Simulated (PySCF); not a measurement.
# Correlation energy of Mn+ (manganese, charge +1)

[Ar] 3d5 4s1, high-spin 7S determinant. Computed with PySCF 2.14 in x2c-TZVPall, with scalar relativity by spin-free X2C-1e. Frozen: [Ar]; 6 electrons correlated.

MP2 pair energies summed by pair of shells (mhartree):

```tsv
pair	energy	share (%)
3d-3d	-57.31	84.4
3d-4s	-10.62	15.6
```

Total MP2 correlation energy: -67.93 mhartree.

Same-spin part -67.93 and opposite-spin part 0.00 mhartree; SCS-MP2 scales them by 1/3 and 6/5 to -22.64 mhartree.
